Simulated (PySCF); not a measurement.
C7H6BN, SMILES Bc1ccccc1C#N, GFN2-xTB optimised geometry.

```
15

B     -1.44    -1.83    -0.01
C     -0.61    -0.52     0.00
C     -1.24     0.74     0.00
C     -0.52     1.92     0.01
C      0.87     1.88     0.00
C      1.53     0.67     0.00
C      0.80    -0.52     0.00
C      1.53    -1.73     0.00
N      2.17    -2.68     0.01
H     -2.61    -1.77    -0.01
H     -0.91    -2.87    -0.02
H     -2.32     0.77     0.01
H     -1.03     2.87     0.01
H      1.44     2.80     0.00
H      2.61     0.63     0.00
```

Density from PBE0/def2-TZVP in PySCF at that geometry.

Minimum of the electron density along straight lines between bonded atoms, close to the bond critical point (lines longer than 1.1 times the sum of covalent radii, or with two minima, are not listed):

| bond | length / Å | ρ at the minimum / e bohr⁻³ | ∇²ρ there / e bohr⁻⁵ | position (fraction from the first atom) |
|---|---|---|---|---|
| B1–C2 | 1.549 | 0.189 | -0.13 | 0.33 |
| C2–C3 | 1.400 | 0.314 | -0.92 | 0.49 |
| C3–C4 | 1.383 | 0.324 | -0.98 | 0.50 |
| C4–C5 | 1.387 | 0.321 | -0.96 | 0.50 |
| C5–C6 | 1.383 | 0.324 | -0.98 | 0.50 |
| C2–C7 | 1.412 | 0.304 | -0.87 | 0.48 |
| C6–C7 | 1.394 | 0.316 | -0.93 | 0.49 |
| C7–C8 | 1.416 | 0.296 | -0.89 | 0.46 |
| C8–N9 | 1.147 | 0.500 | -0.05 | 0.35 |
| B1–H10 | 1.168 | 0.193 | -0.34 | 0.44 |
| B1–H11 | 1.167 | 0.196 | -0.37 | 0.44 |
| C3–H12 | 1.080 | 0.290 | -1.05 | 0.65 |
| C4–H13 | 1.080 | 0.289 | -1.04 | 0.65 |
| C5–H14 | 1.080 | 0.289 | -1.05 | 0.65 |
| C6–H15 | 1.081 | 0.289 | -1.04 | 0.65 |
